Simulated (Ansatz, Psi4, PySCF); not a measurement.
C₂H₃O₂ (SMILES CO[C-]=O), charge -1, singlet, geometry from GFN2-xTB (in this run its highest filled SCF level lies above zero, so its values depend strongly on the basis, on diffuse functions most of all). Base run: PBE/cc-pVDZ (PySCF).

PySCF was given this input:
```python
from pyscf import gto, scf, dft

mol = gto.M(
    atom='''
C    -1.15412904   -0.13368505   -0.00475851
O    -0.72670803   -1.11946687    0.60148897
O     0.00963198    0.80173294   -0.46742437
C     1.28691312    0.41218812   -0.14832584
H     1.79443639    1.15884469    0.49102832
H     1.24026991   -0.54555805    0.40753573
H     1.90519756    0.25756633   -1.05257476
''',
    basis='cc-pvdz',
    charge=-1,
    verbose=4,
)

mf = dft.RKS(mol)
mf.xc = 'pbe'
mf.kernel()
```

The same geometry, method and basis name were run in Ansatz (a program for electronic structure) and Psi4 and PySCF, at each program's defaults and at the settings that a row names. The base is PySCF at its defaults. Differences at the defaults can come from grids, fitting, cores and function types together.

| code and settings | ΔE vs base (µEh) | basis functions | E (Eh) | SCF cycles |
|---|---|---|---|---|
| PySCF, defaults (exact integrals, its default grid, spherical functions) | 0.0 | 71 | -228.17667 | 11 |
| Psi4, defaults (density fitting with its default set, its default grid, spherical functions) | -187 | 71 | -228.17686 | 10 |
| Ansatz, defaults (factorised integrals, its default grid, spherical functions) | -3.5 | 71 | -228.17667 | - |
| PySCF, density fitting with def2-universal-jkfit | -86.8 | 71 | -228.17676 | 11 |
| PySCF, fine grid | -0.7 | 71 | -228.17667 | 11 |
| Psi4, exact integrals, spherical functions, fine grid | -0.6 | 71 | -228.17667 | 12 |
| Ansatz, high accuracy | -0.9 | 71 | -228.17667 | - |
